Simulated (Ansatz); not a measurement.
Consider the formal exchange of groups at a C–N bond: `C/N=C\Br` + `[BH2][GeH2][OH]` → `[BH2][GeH]([CH3])[OH]` + `N=CBr`.

Gas-phase electronic energies from Ansatz, PBE0-D4/def2-TZVP geometries. CBS: MP2 limit from def2 TZ/QZ plus the TZ coupled-cluster correction, frozen cores. DFT in def2-TZVPP. For Br, Ge outer-core shells are correlated without core-valence functions, which leaves a few kJ/mol of doubt a bond. Scalar relativity is left out up to krypton. Each species was taken in one conformer, which may not be the lowest.

| level | ΔE (kcal/mol) |
| --- | --- |
| ωB97X-V | -8.5 |
| PBE | -6.2 |

Question: What does CCSD(T)/CBS give? (Best estimate.)

Answer: Ansatz gave: -9.0 kcal/mol. The listed levels differ from it by 0.5, 2.8 kcal/mol.

Largest T1 diagnostic among the species: 0.012.

From PBE to PBE0 (25 % exact exchange), in def2-TZVPP and without D4, ΔE moves by −1.2 kcal/mol.
